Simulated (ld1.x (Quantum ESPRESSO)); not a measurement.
I, TM: configuration errors across variants

ld1.x (Quantum ESPRESSO) 7.5 input, shortened:

```
&input
   title='I', zed=53., rel=1, dft='PBE', iswitch=3,
   config='[Kr] 4d10 5s2 5p3.5'
 /
 &inputp
   pseudotype=2, tm=.true., lloc=1,
   nlcc=.true.
 /
3
5S  1  0   2.00   0.00  1.35  1.35  0.0
4D  3  2  10.00   0.00  1.20  1.20  0.0
5P  2  1   3.50   0.00  2.10  2.10  0.0
 &test
   configts(1)='4d10 5s2 5p3.5'
 /
```

All-electron excitation energies from the reference (eV): (1) 4d10 5s2 5p5 -19.913; (2) 4d10 5s2 5p4 -8.781; (3) 4d10 5s2 5p3 11.065; (4) 4d10 5s2 5p4.5 -15.380; (5) 4d10 5s2 5p2 40.393; (6) 4d9 5s2 5p5 38.334; (7) 4d9 5s2 5p6 25.949.

Tests that are not counted but printed errors over 1 eV. “all radii but the core radius scaled by about 0.80 (s 1.08, p 1.68, d 0.96 bohr)”: 4d10 5s2 5p2 (solver errors, printed error -2784 eV). “all radii but the core radius scaled by about 1.36 (s 1.84, p 2.86, d 1.64 bohr)”: 4d9 5s2 5p5 (solver errors, printed error -2447 eV); 4d9 5s2 5p6 (solver errors, printed error -20.0 eV).

A true bound ghost makes a file unfit for plane-wave use even where its test errors are small: the radial tests pick states by their node count and pass the ghost by. Where a test does run into it, the solver fails or the error is huge.

Errors AE − PS in meV (a dash: test not solved or not reliable):

```tsv
change	(1)	(2)	(3)	(4)	(5)	(6)	(7)	bound ghosts
base	+12	+3.4	-1.8	+7.8	+1.6	-584	-671	none
all radii but the core radius scaled by about 0.80 (s 1.08, p 1.68, d 0.96 bohr)	+6.9	+2.5	-2.9	+4.8	–	-461	-554	s
all radii but the core radius scaled by about 1.10 (s 1.48, p 2.30, d 1.32 bohr)	+15	+3.8	-1.4	+9.2	+5.5	-532	-619	none
all radii but the core radius scaled by about 1.17 (s 1.58, p 2.46, d 1.40 bohr)	+19	+4.3	-0.7	+11	+11	-419	-518	none
all radii but the core radius scaled by about 1.26 (s 1.70, p 2.64, d 1.52 bohr)	+31	+6.2	+1.9	+17	+45	+79	-131	s
all radii but the core radius scaled by about 1.36 (s 1.84, p 2.86, d 1.64 bohr)	-14	-1.7	-9.4	-8.1	–	–	–	s
```

(1) Give the same row for: all radii but the core radius scaled by about 0.86 (s 1.16, p 1.82, d 1.04 bohr).

## Answers

(1) +11, +3.1, -2.2, +6.9, -3.2, -518, -606; bound ghosts: none.
